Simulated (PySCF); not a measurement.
## [Bi(SH)4]+: one run

[Bi(SH)4]+ (singlet). PySCF 2.14.0, RKS B3LYP, Bi def2-SVP with ECP60, S def2-SVP, H def2-SVP; non-relativistic Hamiltonian with scalar-relativistic core potentials where named; density fitting; no spin-orbit coupling. Purpose: singlet excitations, Tamm-Dancoff B3LYP.

```python
mol = gto.M(atom='''
Bi    -0.00000    -0.00000    -0.00002
S      1.46958     1.58376     1.30597
H      2.44369     0.64640     1.47827
S     -1.46958    -1.58376     1.30597
H     -2.44369    -0.64640     1.47827
S      1.58376    -1.46955    -1.30602
H      0.64655    -2.44373    -1.47821
S     -1.58376     1.46955    -1.30602
H     -0.64655     2.44373    -1.47821''',
    basis={'Bi': 'def2-SVP', 'S': 'def2-SVP', 'H': 'def2-SVP'},
    ecp={'Bi': 'def2-SVP'},
    charge=1, spin=0)
mf = dft.RKS(mol, xc='B3LYP')
mf.grids.atom_grid = (50, 194)
mf = mf.density_fit()  # fitting sets: Bi def2-universal-JKFIT, S def2-universal-JKFIT, H def2-universal-JKFIT
mf.conv_tol = 1e-08; mf.max_cycle = 55
mf.kernel(dm0)  # dm0: converged density of the relaxed state
td = mf.TDA(); td.nstates = 8; td.kernel()
```

Run from Python with OMP_NUM_THREADS=2; the lines above give its settings. Where DIIS fails, smearing, a level shift and second-order steps follow.
It took 73 s on 2 threads of Arm Neoverse V2, on a shared host, from an already converged density.

(1) Where do the frontier levels lie, over both spins?

(2) What are the Mulliken charges and spins?

(3) Which singlet excitations follow (Tamm-Dancoff, 8 states)?

The geometry was relaxed with TPSS (Bi def2-SVP with ECP60, S def2-SVP, H def2-SVP).

Results:

(1) HOMO -12.08 eV, LUMO -9.30 eV. 

(2) 
```tsv
atom	charge (e)	spin (e)
Bi1	0.689	0.000
S2	-0.058	0.000
H3	0.135	0.000
S4	-0.058	0.000
H5	0.135	0.000
S6	-0.058	0.000
H7	0.135	0.000
S8	-0.058	0.000
H9	0.135	0.000
```

(3) 
| state | eV | oscillator strength |
| --- | --- | --- |
| 1 | 1.91 | 0.0057 |
| 2 | 1.91 | 0.0057 |
| 3 | 2.04 | 0.0000 |
| 4 | 2.23 | 0.0243 |
| 5 | 4.35 | 0.0779 |
| 6 | 4.35 | 0.0779 |
| 7 | 4.62 | 0.0812 |
| 8 | 5.05 | 0.0000 |
Functionals without range separation put charge-transfer states too low; the basis has no diffuse functions.
